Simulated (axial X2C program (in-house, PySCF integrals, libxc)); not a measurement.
## CoS: nuclear properties from DFT to coupled cluster

Computed with an axial X2C code built on PySCF integrals: two-component X2C with atomic mean-field Coulomb and Gaunt terms, Gaussian nuclei, basis Co dyall-acv3z, S dyall-av3z with contracted cores.

R = 1.969 Å (near the PBE0 minimum at charge 0 of the determinant lowest at the starting distance; the state shown can have its own minimum elsewhere); state Ω = 7/2 (⟨Sz⟩ = 1.50, ⟨Lz⟩ = 2.00 at PBE0).

```
level  Eeff magnitude (GV/cm)  Ws magnitude Co (kHz)  A∥/gI Co (MHz)  qzz Co (a.u.)  μ (D)
 PBE0                   0.244                0.00879             347          -0.24  -4.93
   HF                   0.648                 0.0796             558          -0.18  -5.46
B3LYP                   0.282                 0.0129             333          -0.20  -4.42
```

Eeff is the effective electric field on the electron electric dipole moment in this Ω state and Ws the scalar–pseudoscalar constant of the nucleus named (defined with the proton number Z and per Ω); A∥ (defined per Ω) follows by multiplying with gI = μI/(I μN); qzz is the electric field gradient, eQq0 = 234.96 MHz × Q/barn × qzz; μ is positive if the S end (last atom) is positive. The operators were transformed with the bare-nucleus X2C matrices; with these basis sets, hyperfine constants and field gradients can be off by tens of per cent, and where levels differ in sign neither size nor sign is settled.

Finite-field MP2, CCSD and CCSD(T), with 23 electrons correlated in 130 natural virtual spinors (MP2 remainder added):

```
  level  Eeff magnitude (GV/cm)  Ws magnitude Co (kHz)  A∥/gI Co (MHz)  qzz Co (a.u.)   μ (D)
    MP2                    2.67                  0.244             239           2.47  -18.02
   CCSD                    1.21                  0.104             296           0.73   -9.45
CCSD(T)                    1.44                  0.127             247           0.85   -9.69
```

T1 = 0.055 (Lee–Taylor), a sign of multireference character. One unrestricted determinant, the lowest of a limited PBE0 search, is the reference; the functionals treat spin collinearly. With several open shells it need not be a pure state. The sign of Eeff is opposite to CCSD(T) at HF. Eeff spreads by more than a factor of two over the levels. Correlation of the inner shells is missing, which matters for properties at the nucleus. Number of frozen shells: Co 2 s, 1 p; S 2 s, 1 p.

Q: By how much does correlation change each value, CCSD(T) against HF?

A: A∥/gI Co -56 %; qzz Co from -0.18 to 0.85, a change of sign; μ 77 %.
